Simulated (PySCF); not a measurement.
The complex [CoBr4]2- (charge -2) contains Co(II), shell d7. The structure is a PBE0-D3(BJ)/def2-SVP, IEF-PCM water geometry optimised for multiplicity 4; coordination tetrahedral, point group Td, metal–donor distances 2.43 Å.

```
5

Co    0.0000    0.0000    0.0000
Br    1.4037    1.4037    1.4037
Br   -1.4037    1.4037   -1.4037
Br    1.4037   -1.4037   -1.4037
Br   -1.4037   -1.4037    1.4037
```

Method (PySCF 2.14, density fitting): CASSCF(7,5) with orbitals averaged over all microstates of the shell, strongly contracted NEVPT2 on the averaged canonical orbitals; basis x2c-TZVPall on the metal, x2c-SVPall elsewhere; spin-free X2C; IEF-PCM water; spin-orbit coupling by state interaction with the mean-field operator over all roots.

(1) What is the ground state?

(2) Where do the spin-allowed transitions within the shell lie?

(3) Which is the lowest state of another spin?

(4) Give the fitted ligand-field and repulsion parameters.

(5) What are the magnetic parameters?

No frequencies were computed for the optimised geometry. NEVPT2 lifts 4T2 from 2051 to 3136 cm⁻¹; on the d shell alone such lifts tend to overshoot. Gaps between spin states lean to high spin in this active space.

The job took 13 s on one thread of AMD EPYC 9R45 96-Core Processor (shared host), with 176 basis functions and a peak of 0.79 GiB, launched as `OMP_NUM_THREADS=1 python lf_run.py task.json out`.

## Answers

(1) 4A2 (S = 3/2, orbital degeneracy 1), with 4.0 electrons in the lower (e-type) set and 3.0 in the upper (t2-type) set, by NEVPT2.

(2) By NEVPT2: 4T2 at 3136 cm⁻¹; 4T1 at 5514 cm⁻¹; 4T1 at 18392 cm⁻¹ (544 nm). The strongest, at 18392 cm⁻¹, has f = 5.6e-04.

(3) 2E at 18328 cm⁻¹ by NEVPT2; CASSCF alone puts it at 19336 cm⁻¹ above the same ground state.

(4) At CASSCF level (the NEVPT2 levels don't fit a ligand-field model well): orbital energies 0, 0, 2213, 2213, 2213 cm⁻¹; 10Dq = 2213 cm⁻¹; B = 1176 cm⁻¹; C = 4369 cm⁻¹; B over its free-ion value at the same level 0.941; rms of the fit 103 cm⁻¹; ζ = 487 cm⁻¹ (free ion 526).

(5) The ground multiplet follows a spin Hamiltonian with S = 3/2, g = 2.365, 2.365, 2.365, D = 0 (spin-orbit part alone); the lowest levels hold 96 % of the spin-free ground state. μeff is 4.73 μB at 300 K and 4.58 μB at 10 K; the spin-only value is 3.88 μB.
